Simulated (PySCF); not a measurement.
Gas-phase reaction: 2 C2F5 → C2F6 + C2F4

Computed with PySCF and rigid-rotor harmonic-oscillator thermochemistry at 1 bar. † marks an energy on the PBE0/def2-TZVP geometry and frequencies; other levels use their own. Open shells (unrestricted): C2F5 (multiplicity 2); the rest are closed-shell singlets. C2F5: computed as isolated molecules; such fragments, hydroxides, amides, oligomers or adducts are transient or little studied in the gas.

PBE0/def2-TZVP gives ΔH°(298 K) = -197 kJ.

**Question.** What do M06-2X/def2-TZVP†, r2SCAN/def2-TZVP†, ωB97M-V/def2-TZVP† give?

**Answer.** M06-2X/def2-TZVP†: -216 kJ; r2SCAN/def2-TZVP†: -181 kJ; ωB97M-V/def2-TZVP†: -220 kJ. For scale, ΔH°(298 K) is -197 kJ at this level, -220 kJ at ωB97M-V/def2-TZVP†, and runs from -242 to -103 kJ over the 18 levels computed († marks an energy on the PBE0/def2-TZVP geometry).
